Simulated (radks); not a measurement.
The numbers below are computed, except where a source is named.
Neutral palladium, configuration [Kr] 4d10 (the NIST ground configuration). Level of theory: Dirac Kohn-Sham, exchange-only PBE, spin-unpolarised, spherical densities, finite nucleus; Fermi nuclear charge, rms radius 4.5318 fm (a radial shooting solver on a logarithmic mesh with Libxc functionals).

Unscreened Slater integrals over Kohn-Sham orbitals (eV). Large and small components are both included.

integral          value
F0(4d5/2,4d5/2)  15.553
F2(4d5/2,4d5/2)  7.3499
F4(4d5/2,4d5/2)  4.6945
F0(4d5/2,4d3/2)  15.735
F2(4d5/2,4d3/2)  7.4505
G2(4d5/2,4d3/2)  7.4469
G4(4d5/2,4d3/2)  4.7610
F0(4d5/2,4p3/2)  18.490
F2(4d5/2,4p3/2)  8.6483
G1(4d5/2,4p3/2)  10.711
G3(4d5/2,4p3/2)  6.4746
F0(4d5/2,4p1/2)  18.678
G3(4d5/2,4p1/2)  6.3888
F0(4d3/2,4d3/2)  15.922
F2(4d3/2,4d3/2)  7.5563
F0(4d3/2,4p3/2)  18.764
F2(4d3/2,4p3/2)  8.8479
G1(4d3/2,4p3/2)  11.007
G3(4d3/2,4p3/2)  6.6581
F0(4d3/2,4p1/2)  18.959
G1(4d3/2,4p1/2)  10.883
F0(4p3/2,4p3/2)  23.254
F2(4p3/2,4p3/2)  12.146
F0(4p3/2,4p1/2)  23.609
G2(4p3/2,4p1/2)  12.300
F0(4p1/2,4p1/2)  23.985
